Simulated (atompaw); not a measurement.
LDA (PW92) PAW (atompaw) dataset for chromium (Cr), scalar-relativistic all-electron reference.

atompaw 4.2.0.5 input, output lines left out:

```
Cr 24
LDA-PW scalarrelativistic loggrid 1500 logderivrange -7 5 301
4 4 3 0 0 0
4 0 1
4 1 0
3 2 5
0 0 0
c
c
v
v
c
v
v
v
2
1.50 1.35 1.35 0.95
n
n
y
3.6
n
modrrkj vanderbiltortho besselshape
3 -0.5 troulliermartins
1.20
1.50
1.50
1.45
1.50
1.50
```

All-electron outer shells of the reference configuration (LDA (PW92), scalar-relativistic, ld1.x):

```
shell  level (eV)  outermost node (bohr)  outermost maximum (bohr)
   2s     -665.46                   0.09                      0.24
   2p     -560.29                      –                      0.20
   3s      -73.56                   0.36                      0.78
   3p      -45.35                   0.33                      0.80
   4s       -4.19                   1.12                      2.74
   3d       -3.13                      –                      0.84
   4p       -1.08                   1.25                      3.85
```

Calculated quality:

```
Cutoffs needed                                           : 45 Ry and 80 Ry (the cutoffs (Ry, on a coarse ladder) from which the occupation-weighted sum of valence levels, in a spherical-Bessel basis at the reference potential, stays within 10 and 1 mRy of its value at 400 Ry)
Ghost test                                               : ghost state, extra bound levels that the all-electron valence spectrum of the same l lacks: p at -1.18 eV; a true bound ghost makes a file unfit for plane-wave use (spherical-Bessel basis up to 400 Ry, 20 bohr box)
Lowest eigenvalue of the overlap operator                : 0.72 (s channel)
Overlap eigenvalues printed by atompaw (projector basis) : 0.646, 4.82, 13.2, 51.4, 160, 3.76e+03
Share of each valence orbital outside the PAW sphere     : 3s 6 %, 4s 96 %, 3p 10 %, 4p 99 %, 3d 38 %
```

Generation and tests took about 5.2 s on one core of a shared server CPU.
